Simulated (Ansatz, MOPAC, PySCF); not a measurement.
Dimer: H2O (SMILES O) (first 3 atoms) with HBr (SMILES Br); geometry from B3LYP-D3(BJ)/def2-TZVP, rigid monomers moved along the line of their centres of mass till O1···H5 is 1.68 Å.
(charge 0, multiplicity 1):
```xyz
5

O     -0.182     0.392     0.471
H      0.740     0.474     0.201
H     -0.502     1.292     0.602
Br    -0.434    -1.279     3.106
H     -0.348    -0.542     1.862
```

Monomers are frozen at their geometry in the pair; levels with a basis set take the counterpoise correction. Rows marked so take none.

Correlated levels freeze the cores. Filled d and f shells under p-block atoms count as core. Rows in 3-21G, 6-31G* carry no dispersion term and start afresh at each structure (6-31G* with six Cartesian d functions); the Pople sets are all-electron and without relativity. The state that AM1, PM3 reach isn't checked.

Run with Ansatz (a quantum-chemistry and plane-wave program) with Gaussian orbitals; MOPAC for AM1, PM3 (differences of heats of formation); PySCF for 3-21G rows, 6-31G* rows, the dispersion terms. Values without a source in brackets are computed.

```json
[
 {"level": "AM1", "interaction energy (kcal/mol)": "3.00"},
 {"level": "PM3", "interaction energy (kcal/mol)": "-6.96"},
 {"level": "HF/3-21G (no counterpoise)", "interaction energy (kcal/mol)": "-9.30"},
 {"level": "BP86/6-31G* (no counterpoise)", "interaction energy (kcal/mol)": "-8.52"},
 {"level": "B3LYP/6-31G* (no counterpoise)", "interaction energy (kcal/mol)": "-7.67"},
 {"level": "B3LYP-D3(BJ)/def2-TZVPPD", "interaction energy (kcal/mol)": "-4.51"},
 {"level": "wB97X-V/def2-TZVPPD", "interaction energy (kcal/mol)": "-4.07"},
 {"level": "MP2/aug-cc-pVDZ", "interaction energy (kcal/mol)": "___"},
 {"level": "CCSD/aug-cc-pVDZ", "interaction energy (kcal/mol)": "___"}
]
```

Question: Complete the blanks.

Answer: 
- MP2/aug-cc-pVDZ, interaction energy (kcal/mol): -3.26
- CCSD/aug-cc-pVDZ, interaction energy (kcal/mol): -1.88
